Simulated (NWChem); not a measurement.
System: AlAsH3F; SMILES [F][AlH][AsH2]

The following NWChem deck was run.

```
start job
memory heap 200 mb stack 900 mb global 1100 mb
geometry units angstroms noautosym nocenter noautoz
  Al    -0.468543    -1.275981     0.021639
  As     0.270681     1.008118     0.328463
  H      0.056627     1.278486    -1.158943
  H      1.719323     0.575850     0.124911
  F      0.349487    -2.469128     0.855159
  H     -1.710503    -1.747812    -0.838451
end
basis spherical
  Al library aug-cc-pvdz
  As library aug-cc-pvdz
  H library aug-cc-pvdz
  F library aug-cc-pvdz
end
dft
  xc xcamb88 1.00 lyp 0.81 vwn_5 0.19 hfexch 1.00
  cam 0.33 cam_alpha 0.19 cam_beta 0.46
  iterations 150
end
property
  response 1 0.0
end
task dft property
```

All runs use the structure optimised with PBE0/def2-SVP.

Static field.

What results follow from this input? (CAM-B3LYP/aug-cc-pVDZ.) Quantities: isotropic polarisability (bohr³); anisotropy (bohr³).

The isotropic polarisability (bohr³) comes out as 61.6 and the anisotropy (bohr³) is 23.6.
